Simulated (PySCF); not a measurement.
SMILES C[Si](C)(C)CCBr, singlet, GFN2-xTB optimised geometry.

```
20

C      1.56    -0.72     0.00
Si    -0.35    -0.72     0.00
C     -0.99    -1.53    -1.60
C     -1.03    -1.66     1.51
C     -1.02     1.08     0.00
C     -1.29     1.66     1.37
Br     0.33     1.76     2.45
H      1.95    -0.16    -0.84
H      1.94    -1.74    -0.08
H      1.97    -0.29     0.91
H     -2.08    -1.58    -1.62
H     -0.67    -0.98    -2.48
H     -0.61    -2.54    -1.69
H     -0.64    -1.27     2.44
H     -0.75    -2.71     1.46
H     -2.12    -1.62     1.56
H     -0.33     1.74    -0.53
H     -1.97     1.13    -0.55
H     -1.67     2.68     1.32
H     -1.98     1.05     1.94
```

Density from CAM-B3LYP/def2-SVP (PySCF) at that geometry.

Minimum of the electron density along straight lines between bonded atoms, close to the bond critical point (lines longer than 1.1 times the sum of covalent radii, or with two minima, are not listed):

```csv
bond,length / Å,ρ at the minimum / e bohr⁻³,∇²ρ there / e bohr⁻⁵,position (fraction from the first atom)
C1–Si2,1.905,0.111,0.31,0.62
Si2–C3,1.906,0.111,0.32,0.38
Si2–C4,1.907,0.110,0.31,0.38
Si2–C5,1.929,0.107,0.30,0.38
C5–C6,1.512,___,___,0.48
C6–Br7,1.953,___,-0.16,0.44
C1–H8,1.087,0.271,-0.97,0.62
C1–H9,1.086,0.272,-0.97,0.62
C1–H10,1.085,0.274,-1.01,0.63
C3–H11,1.086,0.272,-0.98,0.62
C3–H12,1.085,0.272,-0.98,0.63
C3–H13,1.085,0.272,-0.98,0.63
C4–H14,1.086,0.273,-0.99,0.63
C4–H15,1.086,0.272,-0.98,0.63
C4–H16,1.087,0.271,-0.97,0.62
C5–H17,1.091,0.273,-0.98,0.63
C5–H18,1.092,0.270,-0.96,0.62
C6–H19,1.091,0.283,-1.09,0.64
C6–H20,1.089,0.284,-1.11,0.64
```

What belongs in the gaps?


- C5–C6, ρ at the minimum / e bohr⁻³: 0.250
- C5–C6, ∇²ρ there / e bohr⁻⁵: -0.58
- C6–Br7, ρ at the minimum / e bohr⁻³: 0.146
